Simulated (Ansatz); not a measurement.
Consider the ligand exchange at the Si–C bond: `FC[SiH2]S` + H₂Te → `S[SiH2][TeH]` + fluoromethane.

Program: Ansatz. Geometries: PBE0-D4/def2-TZVP. ΔE: electronic, gas phase. CBS: MP2 limit from def2 TZ/QZ plus the TZ coupled-cluster correction, frozen cores. This one scheme is used for every species. Functionals use def2-TZVPP. B3LYP here is the variant with VWN-RPA as its local correlation; programs differ in this. HSE06 is defined as in plane-wave codes. Elements past krypton have def2 core potentials. For Te outer-core shells are correlated without core-valence functions, which leaves a few kJ/mol of doubt a bond. Each species was taken in one conformer, which may not be the lowest.

```csv
level,ΔE (kJ/mol),difference from CCSD(T)/CBS
LDA (SPW92),-71.2,11.2
B97M-V,-71.5,10.9
PBE0-D4,-82.1,0.3
r2SCANh-D4,-79.0,3.4
HSE06-D4,-82.6,-0.2
ωB97X-V,-72.7,9.7
PBE-QIDH,-83.6,-1.2
PBE,-77.3,5.1
B3LYP,-73.2,9.2
CAM-B3LYP,-68.0,14.4
LC-ωPBE,-73.1,9.3
RPA@PBE/def2-TZVPP,-70.0,12.4
MP2/def2-SVP,-78.0,4.4
CCSD/def2-TZVPP,-73.6,8.8
CCSD(T)/def2-TZVPP,-74.6,7.8
SCS-MP2/def2-QZVPP,-84.4,-2.0
CCSD(T)/CBS,-82.4,0
```

Largest T1 diagnostic among the species: 0.011.

From BLYP to BHLYP (50 % exact exchange), in def2-TZVPP and without D4, ΔE moves by −4.2 kJ/mol. Leaving LDA and LC-ωPBE aside and taking each functional with its dispersion term where it has one, the values, not all of them listed here, spread over 13.4 kJ/mol, from PBE-QIDH to CAM-B3LYP-D4. LDA lies +6.1 kJ/mol from PBE without D4. At CCSD(T), def2-SVP lies +10.8 kJ/mol from the extrapolated value and def2-TZVPP +7.8 kJ/mol.
